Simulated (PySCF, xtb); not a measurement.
C5H7F, SMILES C=CCC(=C)F. The values are those of a single conformer.

Harmonic wavenumbers (cm⁻¹) from GFN2-xTB (xtb 6.7.1) at its own minimum, in rising order: 46, 61, 204, 341, 413, 449, 534, 658, 722, 863, 877, 902, 911, 932, 976, 1022, 1084, 1171, 1232, 1263, 1296, 1377, 1411, 1444, 1714, 1732, 2986, 2987, 3061, 3101, 3129, 3132, 3171.

Problem. What does PBE0-D3(BJ)/def2-SVP in PySCF 2.14.0 give at its own minimum? (An estimate is asked for; the answer gives what the named calculation found.)

Solution. 69, 81, 219, 359, 424, 481, 573, 680, 753, 871, 894, 911, 952, 958, 979, 1032, 1118, 1221, 1281, 1310, 1359, 1393, 1425, 1435, 1745, 1776, 3061, 3125, 3158, 3173, 3197, 3264, 3308. Paired by order, the mean absolute difference is 42 cm⁻¹ and the zero-point energies are 64.6 and 66.6 kcal/mol.
